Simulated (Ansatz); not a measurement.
A structure relaxed at PBE0-D4/def2-TZVP, charge 0, multiplicity 1:

```xyz
27

C    -1.4314   -1.0173   -1.4425
C    -0.2880   -0.5375   -2.3096
N     0.6996    0.2162   -1.5672
C     1.7722    0.7339   -2.3907
Sn    0.1165    1.2760    0.0233
F    -1.2757    2.5333   -0.3986
F     1.6542    2.3579    0.3772
N    -0.5111    0.4664    1.7293
C    -1.9244    0.5121    2.0312
C     0.1597   -0.7046    2.2522
C     1.6401   -0.7136    1.9404
H    -2.1129   -1.6455   -2.0185
H    -1.0675   -1.6050   -0.5950
H    -2.0278   -0.1787   -1.0615
H    -0.6898    0.0533   -3.1484
H     0.2162   -1.4056   -2.7584
H     2.3217   -0.1002   -2.8450
H     1.4109    1.3775   -3.2059
H     2.4757    1.3100   -1.7886
H    -2.4725   -0.3651    1.6524
H    -2.0662    0.5438    3.1183
H    -2.3809    1.4085    1.6095
H     0.0157   -0.7097    3.3419
H    -0.3051   -1.6340    1.8795
H     2.1270   -1.5687    2.4123
H     1.8219   -0.8018    0.8622
H     2.1218    0.1984    2.3002
```

(1) Give its formula and SMILES.

(2) Point group (tolerance 0.08 Å, 0.16 Å for H)?

(3) Summarise the bond lengths by kind.

Answers

(1) C6H16F2N2Sn, `CC[N](C)[Sn]([F])([F])[N](C)CC`.

(2) C1.

(3) 2 × C–C 1.513 Å; 16 × C–H 1.091 to 1.104 Å; 4 × C–N 1.446 to 1.448 Å; 2 × N–Sn 1.990 to 1.998 Å; 2 × F–Sn 1.913 to 1.923 Å.

Computed with Ansatz.
